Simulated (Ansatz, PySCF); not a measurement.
System (SMILES): C=C(F)F.
Geometry (B3LYP-D3(BJ)/def2-TZVP, fixed):
```xyz
6

C      1.3666    -0.1842    -0.0960
C      0.0659    -0.0089    -0.0046
F     -0.8303    -0.9779     0.0790
F     -0.5461     1.1633     0.0177
H      2.0191     0.6710    -0.1597
H      1.7731    -1.1820    -0.1067
```

Near-linear dependence at HF/aug-cc-pVDZ with PySCF (spherical functions, density fitting): canonical orthogonalisation drops combinations whose overlap eigenvalue lies under the threshold. The set has 110 functions.

| threshold | orbitals kept | energy minus last row (mEh) |
|---|---|---|
| 1e-3 | ? | ? |
| 1e-4 | ? | ? |
| 1e-5 | ? | ? |
| 1e-6 | 110 | 0.000 |
| 1e-7 | 110 | 0.000 |
| 1e-9 | 110 | 0.000 |

Question: What belongs in the gaps?

Answer: 
- 1e-3, orbitals kept: 105
- 1e-3, energy minus last row (mEh): 1.299
- 1e-4, orbitals kept: 109
- 1e-4, energy minus last row (mEh): 0.094
- 1e-5, orbitals kept: 110
- 1e-5, energy minus last row (mEh): 0.000

The smallest overlap eigenvalue is 7.9e-05. Ansatz (a quantum-chemistry and plane-wave program) at its default drops 0 functions.
